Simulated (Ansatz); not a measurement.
A structure relaxed at PBE0-D4/def2-TZVP, charge 0, multiplicity 2:

```xyz
9

Cl   -1.5428   -2.1314    0.3979
Si    0.1882   -1.7159   -0.6424
N     0.7243   -0.1612   -0.1343
Ge   -0.2762    1.3002    0.3348
Cl   -1.3549    2.0356   -1.3865
H     1.2239   -2.7256   -0.2599
H     1.6586    0.0811   -0.4400
H     0.6982    2.4045    0.7533
H    -1.3194    0.9126    1.3772
```

Task: Give its formula and SMILES.

Result: Cl2GeH4NSi, `Cl[SiH][NH][GeH2][Cl]`.

Task: Summarise the bond lengths by kind.

Result: 1 × Cl–Si 2.062 Å; 1 × N–Si 1.721 Å; 1 × H–Si 1.496 Å; 1 × Ge–N 1.832 Å; 1 × H–N 1.012 Å; 1 × Cl–Ge 2.160 Å; 2 × Ge–H 1.525 to 1.531 Å.

Program: Ansatz 0.2.0.
